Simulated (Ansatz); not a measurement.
Gas-phase electronic energies from Ansatz, PBE0-D4/def2-TZVP geometries. CBS: MP2 limit from def2 TZ/QZ plus the TZ coupled-cluster correction, frozen cores. Each species was taken in one conformer, which may not be the lowest.

Reaction (redistribution): `CCB(N)N` + `NB(S)O[SiH3]` → `NB(N)O[SiH3]` + `CCB(N)S`

`CCB(N)N`:

Z-matrix (Å, degrees):
```
C
C 1 1.531
H 1 1.093 2 111.2
H 1 1.094 2 112.0 3 -120.4
H 1 1.093 2 111.3 3 119.2
B 2 1.586 1 112.1 3 -59.6
H 2 1.096 1 109.2 3 178.0
H 2 1.096 1 109.2 3 62.8
N 6 1.415 2 119.7 1 90.7
N 6 1.416 2 119.7 1 -87.1
H 9 1.003 6 122.0 2 2.7
H 9 1.004 6 124.5 2 -176.8
H 10 1.003 6 122.0 2 -2.6
H 10 1.004 6 124.5 2 176.7
```

`NB(S)O[SiH3]`:

Cartesian coordinates in Å:
```
N 1.288 -1.565 -0.232
B 0.193 -0.695 -0.142
S -1.545 -1.262 -0.351
O 0.424 0.628 0.109
Si -0.449 1.994 0.364
H 2.226 -1.224 -0.111
H 1.219 -2.547 -0.418
H -1.264 -2.559 -0.543
H -0.333 2.381 1.792
H -1.879 1.784 0.019
H 0.120 3.067 -0.487
```

`NB(N)O[SiH3]`:

Cartesian coordinates in Å:
```
N 1.391 0.620 -0.377
B -0.020 0.582 -0.518
N -0.728 1.533 -1.288
O -0.767 -0.403 0.107
Si -0.492 -1.554 1.227
H 1.904 -0.091 0.110
H 1.972 1.300 -0.830
H -1.728 1.499 -1.360
H -0.299 2.279 -1.800
H 0.944 -1.960 1.250
H -1.318 -2.742 0.898
H -0.858 -1.062 2.581
```

`CCB(N)S`:

Z-matrix (Å, degrees):
```
C
C 1 1.524
H 1 1.094 2 111.5
H 1 1.092 2 111.8 3 119.8
H 1 1.094 2 111.5 3 -120.4
B 2 1.577 1 115.9 3 60.2
H 2 1.097 1 109.8 3 -62.6
H 2 1.097 1 109.8 3 -177.1
S 6 1.831 2 121.0 1 -179.8
N 6 1.396 2 121.8 1 0.2
H 9 1.341 6 96.5 2 0.0
H 10 1.005 6 124.2 2 180.0
H 10 1.005 6 121.9 2 -0.1
```

```
           level  ΔE (kJ/mol)
CCSD(T)/def2-SVP         -6.3
   MP2/CBS(def2)         -9.0
```

What does CCSD(T)/CBS give? (Estimate.)

The calculation gave: -8.9 kJ/mol. The listed levels differ from it by 2.6, -0.1 kJ/mol.

Largest T1 diagnostic among the species: 0.012.

Leaving LDA and LC-ωPBE aside and taking each functional with its dispersion term where it has one, the values, not all of them listed here, spread over 5.6 kJ/mol, from B97M-V to BLYP-D4. LDA lies −3.9 kJ/mol from PBE without D4. From BLYP to BHLYP (50 % exact exchange), in def2-TZVPP and without D4, ΔE moves by −3.8 kJ/mol.
